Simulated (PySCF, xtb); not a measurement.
C8H6N2Se, SMILES c1([se]ccc1)-c1cncnc1.

GFN2-xTB in xtb at its own geometry gives an orbital gap of 2.26 eV and a dipole moment of 3.09 D.

The structure is a stationary point at B3LYP-D3(BJ)/def2-SVP. The structure was generated by enumeration, and PubChem lists no compound with its InChIKey, so it may never have been made. One conformer was computed; it need not be the lowest.

### Question
What does M06-2X/def2-SVP (PySCF) give? (The exact figures need the calculation; the answer reports its results.)

### Answer
gap 6.74 eV (levels -7.74 and -1.01 eV), dipole 2.84 D.
